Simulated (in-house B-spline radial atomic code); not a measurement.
Results of a calculation; reference values are marked as such.
# Building a PAW d channel for Sb, r_c = 0.962 bohr

Sb, [Kr] 4d10 5s2 5p3, non-relativistic PBE, spherical and spin-unpolarised, from a B-spline radial code for spherical atoms (atomic units; all potentials screened as in the neutral atom).

Two all-electron partial waves φ1, φ2 are integrated outwards at E1 = ε(4d) = -1.295322 and E2 = E1 + 1 hartree; φ1 is the bound orbital and φ2 has unit norm inside r_c = 0.9623 bohr. Smooth partners are polynomials, r^3(a0 + a1 r² + a2 r⁴ + a3 r⁶), matched to φ and three derivatives at r_c, with no condition on the norm. The local potential is -41.0456 + (98.7425) r² + (-102.836) r⁴ + (40.3722) r⁶ inside 0.7879 bohr and the all-electron one outside.

| wave | φ(r_c) | φ'(r_c) | a0 | a1 | a2 | a3 |
| --- | --- | --- | --- | --- | --- | --- |
| 1 | 1.045248 | -0.5445202 | 7.537309 | -13.7071 | 9.733509 | -2.541162 |
| 2 | 1.278508 | -2.012355 | 11.77741 | -22.4679 | 16.11916 | -4.230386 |

Inside r_c the overlaps are <φi φj> = [[0.49724, 0.70362], [0.70362, 1.00000]] and, for the smooth waves, [[0.45389, 0.63599], [0.63599, 0.89452]]. With χj = (Ej − T − V_local) applied to smooth wave j, the program's quadrature gives the matrix B_ij = <smooth i, χj> as [[0.76025, 1.09615], [1.16378, 1.68658]].

Check the match of the first wave, and find the augmentation charges q_ij.

At r_c the four terms are 6.71657, -11.31092, 7.43777, -1.79815, which sum to 1.0453, φ1(r_c) to rounding. q_ij is the all-electron overlap less the smooth one: [[0.04336, 0.06762], [0.06762, 0.10548]]. The smooth first wave has a norm of 0.4539 inside r_c against 0.4972, and q11 > 0 puts back the missing charge.

B isn't symmetric. Show that D_ij = B_ij + Ej q_ij is.

Integrating by parts gives B12 − B21 = (E1 − E2) q12: 1.09615 − (1.16378) = -0.06763, and −1 × (0.06762) = -0.06762. So D12 = 1.09615 + (-0.295322)(0.06762) = 1.07618 and D21 = 1.16378 + (-1.295322)(0.06762) = 1.07619; D11 = 0.70409, D22 = 1.65543. The projectors, p = (B⁻¹)ᵀ χ, are dual to the smooth waves; det B = 0.0065, small beside B11 B22, as the two smooth waves look alike inside r_c.

Solving (T + V_local + Σ p D p) ψ = E (1 + Σ p q p) ψ in a sphere of 9 bohr gives these levels:

| all-electron | one projector | two projectors |
| --- | --- | --- |
| -1.295320 | -1.295320 | -1.295320 |
| 0.074385 | 0.074189 | 0.074385 |
| 0.299075 | 0.298419 | 0.299074 |
| 0.690539 | 0.688916 | 0.690537 |
| 1.229990 | 1.226310 | 1.229980 |

What does the second projector gain?

With one projector the errors are 0.00, -0.20, -0.66, -1.62, -3.68 millihartree. With two the errors are 0.00, 0.00, 0.00, 0.00, -0.01 millihartree. The scattering is exact at E1 and at E2 = -0.295, and over all levels compared the largest error is under 0.01 millihartree. The lowest eigenvalue of the overlap operator is 1 with one and 1 with two projectors. The smooth orbital alone needs a cutoff of 61.4 hartree for 1 millihartree of kinetic energy, against 51.6 for a norm-conserving Troullier-Martins orbital of the same radius.
